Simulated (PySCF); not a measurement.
A GIAO shielding run with PySCF (density fitting, non-relativistic, gas phase) on SMILES F/C=C\C[Si@@H](F)C(F)F, C4H6F4Si:

```
$ OMP_NUM_THREADS=1 python probes_run.py task.json out

{"job": {"kind": "nmr", "xc": "PBE0", "basis": "pcSseg-1"}, "charge": 0, "multiplicity": 1}
F      2.203138    -0.522818     1.887629
C      2.558719    -0.712751     0.600918
C      1.655637    -0.878193    -0.347742
C      0.181164    -0.858006    -0.109877
Si    -0.507866     0.902760    -0.292700
F     -0.051757     1.475644    -1.735412
C     -2.440455     0.846592    -0.436954
F     -3.028445     1.316575     0.697121
F     -2.899760    -0.427815    -0.593103
H      3.629830    -0.716260     0.474955
H      1.998384    -1.007621    -1.360917
H     -0.030099    -1.226734     0.894892
H     -0.314618    -1.524416    -0.818957
H     -0.112020     1.906980     0.674029
H     -2.846264     1.434054    -1.272175
```

Hardware: 1 thread of an Arm Neoverse V2, shared host. The job also computes population analyses, field gradients.

(1) How large is the calculation?

(2) How long does it take, and how much memory does it need?

Results:

(1) 80 electrons, 190 basis functions and 1009 auxiliary functions.

(2) 35 s of wall time, with 14 SCF cycles and 4 response iterations; peak memory 0.83 GiB. Times on a shared host scatter by some tens of per cent.
